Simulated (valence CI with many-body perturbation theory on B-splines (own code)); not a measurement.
## Xe4+: electric-dipole lines

Level of theory: valence CI with perturbative core correlation (CI+MBPT): four valence electrons over a frozen Dirac-Fock core [Kr] 4d10, radial functions for each j: 11 s, 11 p, 9 d, 7 f, 5 g, 2 h, 1 i, with the one-electron correlation potential Σ1, the two-electron term Σ2, the three-electron term Σ3, Breit, model QED; selected CI, second order for the rest, scaled by the run's own slope (own B-spline code, finite nucleus).

Set against measurement, 45 paired levels are off by 319 cm⁻¹ on average, the worst by 643. These come from a selection out of Saloman, J. Phys. Chem. Ref. Data 33, 765 (2004). Levels without a partner in it may be off by more. 7 measured levels below the end of the list, from 169673 cm⁻¹ on, found no clear computed partner, and computed levels of the same name lie up to 2907 cm⁻¹ from them.

Lines 201 to 241 of 241 in falling wavelength, among levels below 32.539 eV, chosen from the strongest by gf and those to the six lowest levels. Wavelengths and rates use the calculated energies, so an error of 300 cm⁻¹ moves a line at 62.73 nm by 0.19 % and its rate by three times that or more. Electric multipoles are in the length gauge, E1 and E2 with the static RPA response of the core. Weak lines are less certain than strong ones. Lines between different terms over intervals too small for the method are left out, as are lines whose strength nearly cancels. Where a level lies close to another of its J and parity, the split of strength between their lines is uncertain. The highest levels of a list are the least certain.

Names give the largest LS component (configuration and term), which can be under half, so a name can repeat, a term be missing and a line seem to break the LS rules; names also repeat where a configuration has a term twice. Letters in brackets count levels of one name in rising energy.

```tsv
λ vac (nm)	λ from measured levels	Upper	Lower	A (s⁻¹)	log gf	Branch %
62.94		5s²5p6p ³S_1	5s5p³ ⁵S°_2	7.88e+05	-3.85	0.0
62.73	62.91	5s²5p5d ³D°_1	5s²5p² ³P_2	1.59e+08	-1.55	0.8
62.31		5s5p²5d ⁵D_1	5s5p³ ⁵S°_2	3.91e+08	-1.17	44.2
62.24		5s5p²5d ⁵D_2	5s5p³ ⁵S°_2	1.09e+09	-0.50	68.4
62.18		5s5p³ ¹P°_1	5s²5p² ³P_1	4.34e+08	-1.12	4.3
62.08		5s²5p6p ¹D_2	5s5p³ ⁵S°_2	9.39e+07	-1.57	5.1
62.04		5s5p²5d ⁵D_3	5s5p³ ⁵S°_2	2.13e+09	-0.07	96.6
61.68	61.84	5s²5p5d ³P°_2 [a]	5s²5p² ³P_1	1.05e+10	0.48	67.7
60.88	61.06	5s²5p5d ³D°_1	5s²5p² ³P_1	5.70e+09	-0.02	29.7
60.24		5s5p²5d ³F_2	5s5p³ ⁵S°_2	2.06e+08	-1.25	21.2
60.17	60.34	5s²5p5d ¹F°_3	5s²5p² ¹D_2	1.93e+10	0.87	89.2
60.15	60.31	5s²5p6s ³P°_1	5s²5p² ¹D_2	1.29e+09	-0.68	13.1
59.76	59.92	5s²5p5d ³D°_2	5s²5p² ³P_2	9.41e+09	0.40	49.1
59.35	59.51	5s²5p5d ³D°_3	5s²5p² ³P_2	1.81e+10	0.82	91.7
59.18	59.32	5s²5p6s ¹P°_1	5s²5p² ¹S_0	7.55e+09	0.08	45.8
58.81		5s5p²5d ³F_3	5s5p³ ⁵S°_2	4.41e+09	0.20	89.8
58.79		5s5p³ ¹P°_1	5s²5p² ³P_0	6.03e+09	-0.03	59.1
58.70	58.82	5s²5p5d ³P°_1	5s²5p² ³P_2	4.87e+09	-0.12	29.8
58.13	58.29	5s²5p5d ¹P°_1	5s²5p² ¹D_2	1.60e+09	-0.62	12.2
58.11		5s²5p5d ³P°_2 [b]	5s²5p² ³P_2	2.76e+09	-0.16	17.3
58.08	58.24	5s²5p5d ³D°_2	5s²5p² ³P_1	7.42e+09	0.27	38.7
57.62	57.78	5s²5p5d ³D°_1	5s²5p² ³P_0	1.09e+10	0.21	56.8
57.47	57.56	5s²5p5d ³P°_0	5s²5p² ³P_1	1.50e+10	-0.13	100.0
57.08	57.19	5s²5p5d ³P°_1	5s²5p² ³P_1	8.63e+09	0.10	52.8
56.52		5s²5p5d ³P°_2 [b]	5s²5p² ³P_1	6.87e+08	-0.78	4.3
55.40	55.55	5s²5p5d ¹F°_3	5s²5p² ³P_2	2.34e+09	-0.12	10.8
55.39	55.52	5s²5p6s ³P°_1	5s²5p² ³P_2	4.90e+09	-0.17	49.6
55.22	55.35	5s²5p6s ³P°_2	5s²5p² ¹D_2	2.00e+09	-0.34	27.7
54.21	54.30	5s²5p5d ³P°_1	5s²5p² ³P_0	8.84e+06	-2.93	0.1
54.03	54.16	5s²5p6s ¹P°_1	5s²5p² ¹D_2	7.77e+09	0.01	47.2
54.00	54.13	5s²5p6s ³P°_0	5s²5p² ³P_1	7.01e+09	-0.51	100.0
53.94	54.07	5s²5p6s ³P°_1	5s²5p² ³P_1	6.53e+08	-1.07	6.6
53.67	53.81	5s²5p5d ¹P°_1	5s²5p² ³P_2	1.55e+08	-1.70	1.2
52.31	52.45	5s²5p5d ¹P°_1	5s²5p² ³P_1	9.63e+08	-0.93	7.4
51.37	51.48	5s²5p6s ³P°_1	5s²5p² ³P_0	1.83e+09	-0.66	18.5
51.18	51.30	5s²5p6s ³P°_2	5s²5p² ³P_2	3.52e+09	-0.16	48.6
50.16	50.27	5s²5p6s ¹P°_1	5s²5p² ³P_2	9.45e+08	-0.97	5.7
49.94	50.06	5s²5p6s ³P°_2	5s²5p² ³P_1	1.71e+09	-0.50	23.6
49.89	50.01	5s²5p5d ¹P°_1	5s²5p² ³P_0	5.65e+08	-1.20	4.3
48.97	49.08	5s²5p6s ¹P°_1	5s²5p² ³P_1	2.04e+08	-1.66	1.2
46.84	46.94	5s²5p6s ¹P°_1	5s²5p² ³P_0	3.19e+06	-3.50	0.0
```
